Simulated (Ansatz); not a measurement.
Single points on B₄⁺.

```yaml
crystal:
  periodic: [false, false, false]
  atoms:
    - {symbol: B, position_ang: [-0.525918, -0.955710, 0.043330]}
    - {symbol: B, position_ang: [0.525907, 0.955709, -0.043445]}
    - {symbol: B, position_ang: [-0.954555, 0.527130, 0.040876]}
    - {symbol: B, position_ang: [0.954555, -0.527130, -0.040770]}
basis:
  gaussian: {orbitals: def2-TZVP, initial_orbitals: start.molden}
total_charge: 1
magnetization: {spin_polarized: true, initial_magnetization: 1}
hamiltonian: {xc: {name: CAM-B3LYP}, dispersion: d4}
scf: {omitted_lower_state_checks: [starts]}
output: {orbitals: {seedname: orbitals}}
```

The file start.molden holds the orbitals of an earlier run on this structure, at another level or in another basis.

```sh
$ ansatz run in.yaml --threads 4 --pin off --events-out ev --progress --plain --max-ram 3916MiB
```

It prints (some lines left out):

```
Functional definition: CAM-B3LYP
676 factors; their error is unknown
204 factors; integrals over basis functions are off by at most 1.3e-5 eV
mean field evaluation 1: about -2686.3967 eV, gradient 2.8e0 eV
mean field evaluation 2: about -2686.4330 eV, gradient 3.6e-2 eV
mean field evaluation 4: about -2686.4265 eV, gradient 1.9e-4 eV
mean field evaluation 8: about -2686.4265 eV, gradient 1.7e-5 eV
mean field -2686.42647751 eV, -98.7243521232 hartree, gradient 2.7e-5 eV, S^2 0.761032; 0 other end points of the search recorded, 0 dependent functions left out
reference -2686.42658440 eV, -98.7243560515 hartree; 10, 9 occupied and 114, 115 virtual orbitals, 676 factors
Total energy: -2686.49590106 eV, -98.7269033915 hartree
Checks for a lower state left out: starts
```

Run time 2.2 s (4 threads of Arm Neoverse V1 on a shared host).

As the first input, with `correlation: {method: mp2}` and without the key `hamiltonian` (abridged; 0.55 s):

```
Functional definition: HF
mean field -2671.30777643 eV, -98.1687501062 hartree, gradient 2.8e-6 eV, S^2 0.779464
4 core orbitals not correlated: weight in the atoms' cores, before any rotation towards them, 1.000 or more for the frozen orbitals, at most 0.000 for the correlated occupied ones
second order -8.47110907 eV of doubles, -0.00000000 eV of singles
Total energy: -2679.77888550 eV, -98.4800576227 hartree
Checks for a lower state left out: starts
```

As the first input, with `gaussian: {orbitals: STO-3G}`, `hamiltonian: {xc: hf}` (abridged; 0.1 s):

```
Functional definition: HF
mean field -2636.69469416 eV, -96.8967427945 hartree, gradient 1.3e-5 eV, S^2 0.777152
Total energy: -2636.69469416 eV, -96.8967427945 hartree
Checks for a lower state left out: starts
```

First input, but with `hamiltonian: {xc: pbe, dispersion: d4}` (abridged; 0.9 s):

```
Functional definition: PBE
mean field -2684.61053794 eV, -98.6576175749 hartree, gradient 2.5e-5 eV, S^2 0.757627
Total energy: -2684.69331289 eV, -98.6606594982 hartree
Checks for a lower state left out: starts
```

As the first input, with `gaussian: {orbitals: 6-31G}`, `hamiltonian: {xc: {name: B3LYP}, dispersion: d4}` (abridged; 0.4 s):

```
Functional definition: B3LYP
mean field evaluation 16: about -2687.6015 eV, gradient 2.6e-5 eV
mean field -2687.60149089 eV, -98.7675330684 hartree, gradient 2.6e-5 eV, S^2 0.756930
Total energy: -2687.73958401 eV, -98.7726078971 hartree
Checks for a lower state left out: starts
```

First input, but with `gaussian: {orbitals: def2-SVP, initial_orbitals: start.molden}`, `hamiltonian: {xc: pbe0, dispersion: d4}` (abridged; 0.45 s):

```
Functional definition: PBE0
mean field -2682.01450376 eV, -98.5622150784 hartree, gradient 1.2e-5 eV, S^2 0.761728
Total energy: -2682.08264228 eV, -98.5647191230 hartree
Checks for a lower state left out: starts
```

The first input with `hamiltonian: {xc: {name: B2PLYP}}` and without the key `output` (abridged; 1.3 s):

```
Functional definition: B2PLYP
mean field -2683.04008399 eV, -98.5999044567 hartree, gradient 1.0e-6 eV, S^2 0.764491
4 core orbitals not correlated: weight in the atoms' cores, before any rotation towards them, 1.000 or more for the frozen orbitals, at most 0.000 for the correlated occupied ones
second order -11.10659888 eV of doubles, -0.00000000 eV of singles
Total energy: -2686.03900424 eV, -98.7101127431 hartree
Checks for a lower state left out: starts
```

Geometry: B3LYP-D4/def2-TZVP.

B3LYP takes the VWN-RPA correlation. Correlated methods freeze 4 core orbitals. The structure comes from a short search, and lower isomers may exist.
